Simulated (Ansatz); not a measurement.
Ansatz (a quantum-chemistry and plane-wave program) input (RI-MP2/def2-QZVPP):
A basis named .json is the Basis Set Exchange file of that set.

Ansatz 0.2 input:
```yaml
crystal:
  periodic: [false, false, false]
  atoms:
    - {symbol: Sn, position_ang: [0.00378520, -0.00760864, 0.66407584]}
    - {symbol: Cl, position_ang: [1.25285879, 1.47717469, -0.96695857]}
    - {symbol: Cl, position_ang: [-1.26399173, -1.45479634, -0.98620567]}
basis:
  gaussian:
    orbitals: def2-QZVPP.json
    fitting: {mean_field: def2-universal-jkfit, correlation: def2-QZVPP-RIFIT.json}
total_charge: -1
magnetization: {spin_polarized: true, initial_magnetization: 1}
correlation: {method: mp2, electrons: outside_noble_gas}
```

Output:

```
Functional definition: HF
integrals: 0.23 GiB planned
474 factors; integrals over basis functions are off by at most 1.5e0 eV
610 factors; integrals over basis functions are off by at most 7.7e-1 eV
mean field: 0.80 GiB planned
mean field evaluation 1: about -30817.9970 eV, gradient 1.0e1 eV
mean field evaluation 2: about -30818.6173 eV, gradient 6.2e0 eV
mean field evaluation 4: about -30818.8286 eV, gradient 6.7e-1 eV
mean field evaluation 8: about -30818.8417 eV, gradient 2.5e-6 eV
mean field -30818.84170162 eV, -1132.5715427732 hartree, gradient 2.5e-6 eV, S^2 0.772099; 0 other end points of the search recorded, 0 dependent functions left out
19 core orbitals not correlated
reference -30818.84170162 eV, -1132.5715427732 hartree; 10, 9 occupied and 193, 194 virtual orbitals, 610 factors
second order -13.76864159 eV of doubles, -0.00000000 eV of singles
Total energy: -30832.61034320 eV, -1133.0775310188 hartree
```
